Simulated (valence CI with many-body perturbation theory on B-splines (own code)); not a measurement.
## Which ion has this spectrum?

A relativistic CI+MBPT calculation for an atom or ion with 5 electrons gives these levels (eV):

```tsv
J	Parity	E	g
1/2	odd	0.0	0.61
1/2	even	284.3	2.02
3/2	odd	1653.2	1.30
3/2	even	1853.9	1.61
5/2	even	1895.1	1.30
1/2	even	1971.0	1.27
3/2	even	1972.9	0.97
3/2	odd	2267.2	1.31
5/2	even	3524.8	1.41
1/2	even	3638.5	1.92
3/2	even	3639.1	1.16
3/2	odd	3868.8	1.43
5/2	odd	3891.4	1.16
1/2	odd	3951.8	0.61
```

The energies are calculated, and their last digits are not significant.

(1) Which is it?
A. W69+
B. Ir72+
C. Os71+
D. Re70+

## Answers

(1) C. Os71+, ground level (2s^2 2p1/2) J=1/2.
